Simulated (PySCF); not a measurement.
The free ion Cu3+ in its d8 configuration.

Method (PySCF 2.14, density fitting): CASSCF(8,5) with orbitals averaged over all microstates of the shell, strongly contracted NEVPT2 on the averaged canonical orbitals; basis x2c-TZVPall; spin-free X2C; gas phase; spin-orbit coupling by state interaction with the mean-field operator over all roots.

Question: What is the ground state?

Answer: 3F (S = 1, orbital degeneracy 7), by NEVPT2.

Question: List the excited states of the same spin.

Answer: By NEVPT2: 3P at 19960 cm⁻¹ (501 nm).

Question: Which is the lowest state of another spin?

Answer: 1D at 16267 cm⁻¹ by NEVPT2; CASSCF alone puts it at 18544 cm⁻¹ above the same ground state.

Question: What are the magnetic parameters?

Answer: The lowest spin-orbit level is 9-fold with J = 4; the next lies at 1821.8 cm⁻¹. μeff is 5.61 μB at 300 K and 5.59 μB at 10 K; the free-ion value g_J√(J(J+1)) for the Hund's-rule level J = 4 is 5.59 μB.

The job took 3.1 s on one thread of Arm Neoverse N1 (shared host), with 48 basis functions, launched as `OMP_NUM_THREADS=1 python lf_run.py task.json out`.
